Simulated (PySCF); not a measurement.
## Pb³⁺ (lead, charge +3) across methods

[Xe] 4f14 5d10 6s1, 2S determinant. Calculation: PySCF 2.14, in def2-QZVPPD with the def2 core potential (60 electrons); scalar relativity through the core potential. The B2PLYP total includes its PT2 part (frozen core); its orbital energies are those of the SCF part.

```tsv
method	E (hartree)	mean ε 5d α (eV)	mean ε 5d β (eV)	mean ε 6s α (eV)	Σ⟨r²⟩ (bohr²)	⟨S²⟩
B3LYP	-190.9632	-51.397	-51.041	-38.783	32.21	0.750
revPBE	-190.9906	-49.493	-49.087	-37.766	32.17	0.750
r2SCAN	-190.9881	-50.205	-49.707	-38.116	32.04	0.751
UHF	-190.01568	-57.608	-57.169	-40.798	32.16	0.751
PBE	-190.9259	-49.542	-49.144	-37.882	32.20	0.750
B2PLYP	-190.6072	-53.986	-53.594	-39.641	32.18	0.750
LDA	-190.5967	-49.662	-49.301	-38.320	32.32	0.750
LC-wPBE	-190.9370	-54.502	-54.120	-41.552	32.11	0.750
```

Q: Estimate the same row for PBE0.

A: E (hartree) = -190.9082; mean ε 5d α (eV) = -51.856; mean ε 5d β (eV) = -51.446; mean ε 6s α (eV) = -38.843; Σ⟨r²⟩ (bohr²) = 32.13; ⟨S²⟩ = 0.750.

Energies and moments cover only the electrons outside the core potential. Spin-orbit coupling, which splits the p, d and f shells strongly at this Z, is absent.
